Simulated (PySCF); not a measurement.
**BiBr3: from a saddle point downhill**

PySCF 2.14.0, RKS BP86, Bi def2-SVP with ECP60, Br def2-SVP; non-relativistic Hamiltonian with scalar-relativistic core potentials where named; density fitting; no spin-orbit coupling. Relaxed within the symmetry of its start, the geometry (D3h) is

```xyz
4

Bi    0.0000    0.0000    0.0000
Br    2.7109    0.0000    0.0000
Br   -1.3555    2.3477    0.0000
Br   -1.3554   -2.3477    0.0000
```

and its lowest harmonic modes are -86, 26, 27, 183, 197, 198 cm⁻¹ (negative: unstable). It was moved along the lowest mode and relaxed again, within the group C3v that the move left.

**Question.** Where does it end, and how much lower?

**Answer.** In C3v, 0.789 eV lower, after 5 steps:
```xyz
4

Bi    0.0000    0.0000    0.7888
Br    2.3592    0.0000   -0.4003
Br   -1.1796    2.0431   -0.4003
Br   -1.1796   -2.0431   -0.4003
```

**Question.** How do the contacts change?

**Answer.** 
```tsv
contact	saddle (Å)	end (Å)
Bi1–Br2 (Br)	2.711	2.642
Bi1–Br3 (Br)	2.711	2.642
Bi1–Br4 (Br)	2.711	2.642
```


**Question.** Is the end a minimum?

**Answer.** Yes; lowest modes 57, 57, 72, 211, 211, 216 cm⁻¹.

State: singlet.
